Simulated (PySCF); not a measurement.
# Which basis set comes closest?

Molecule: SMILES [SiH3][SiH]([SiH3])[SiH3], H10Si4.

Molfile (atoms numbered from 1):
```
H10Si4
     RDKit          3D

 14 13  0  0  0  0  0  0  0  0999 V2000
   -0.0395    2.1070   -0.7811 Si  0  0  0  0  0  4  0  0  0  0  0  0
    0.0766    0.1664    0.5305 Si  0  0  0  0  0  4  0  0  0  0  0  0
    1.9027   -1.1332   -0.1595 Si  0  0  0  0  0  4  0  0  0  0  0  0
   -1.8983   -1.0576    0.2204 Si  0  0  0  0  0  4  0  0  0  0  0  0
    1.1967    2.9339   -0.6272 H   0  0  0  0  0  0  0  0  0  0  0  0
   -0.1765    1.7087   -2.2165 H   0  0  0  0  0  0  0  0  0  0  0  0
   -1.2270    2.9301   -0.3954 H   0  0  0  0  0  0  0  0  0  0  0  0
    0.2345    0.5347    1.9751 H   0  0  0  0  0  0  0  0  0  0  0  0
    3.1844   -0.3889    0.0392 H   0  0  0  0  0  0  0  0  0  0  0  0
    1.7500   -1.4509   -1.6130 H   0  0  0  0  0  0  0  0  0  0  0  0
    1.9611   -2.4147    0.6093 H   0  0  0  0  0  0  0  0  0  0  0  0
   -1.9046   -2.2865    1.0725 H   0  0  0  0  0  0  0  0  0  0  0  0
   -3.0961   -0.2270    0.5555 H   0  0  0  0  0  0  0  0  0  0  0  0
   -1.9849   -1.4669   -1.2158 H   0  0  0  0  0  0  0  0  0  0  0  0
  1  2  1  0
  2  3  1  0
  2  4  1  0
  1  5  1  0
  1  6  1  0
  1  7  1  0
  2  8  1  0
  3  9  1  0
  3 10  1  0
  3 11  1  0
  4 12  1  0
  4 13  1  0
  4 14  1  0
M  END
```

Geometry PBE0-D3(BJ)/def2-SVP throughout; GIAO in PySCF, gas phase, one conformer, non-relativistic; equivalent atoms averaged; functional PBE0.

Reference values (measured; C. Corminboeuf, T. Heine, J. Weber, Chem. Phys. Lett. 357 (2002) 1): δ(Si1/Si3/Si4) = -93.6 ppm vs TMS, δ(Si2) = -136.3 ppm vs TMS. Computed shifts are taken against TMS, calculated as an isolated molecule at each level.

How do the basis sets STO-3G, 6-31G, pcSseg-0, 6-31G*, def2-SVP, cc-pVDZ, pcSseg-1, aug-cc-pVDZ, 6-311+G(2d,p), def2-TZVP, IGLO-III, cc-pVTZ, pcSseg-2 perform against the reference? Times are CPU seconds on shared hosts with different chips, so compare them loosely.

## Answers


| basis set | functions | Si1/Si3/Si4 | Si2 | mean abs. error Si | core-s |
| --- | --- | --- | --- | --- | --- |
| STO-3G | 46 | -78.7 | -85.6 | 32.8 | 3 |
| 6-31G | 72 | -77.0 | -101.3 | 25.8 | 5.4 |
| pcSseg-0 | 72 | -147.6 | -201.2 | 59.4 | 4.2 |
| 6-31G* | 92 | -68.6 | -99.3 | 31.0 | 7.1 |
| def2-SVP | 122 | -96.6 | -131.3 | 4.0 | 8.7 |
| cc-pVDZ | 122 | -88.5 | -111.9 | 14.8 | 9 |
| pcSseg-1 | 146 | -101.7 | -134.6 | 4.9 | 20 |
| aug-cc-pVDZ | 198 | -93.9 | -112.3 | 12.2 | 18 |
| 6-311+G(2d,p) | 200 | -101.1 | -132.4 | 5.7 | 19 |
| def2-TZVP | 208 | -103.5 | -138.2 | 5.9 | 20 |
| IGLO-III | 276 | -102.5 | -131.8 | 6.7 | 27 |
| cc-pVTZ | 276 | -98.5 | -135.5 | 2.9 | 29 |
| pcSseg-2 | 312 | -104.0 | -139.6 | 6.8 | 46 |

For 29Si the closest is cc-pVTZ (2.9 ppm) and the furthest pcSseg-0 (59.4 ppm). Where a smaller basis beats a larger one, errors probably cancel; the largest sets show where the functional converges. One molecule is a small sample, and vibrational and solvent effects are absent from the calculation.

A small basis that lands close on one nucleus may do so by chance; judge by the trend and by all nuclei.
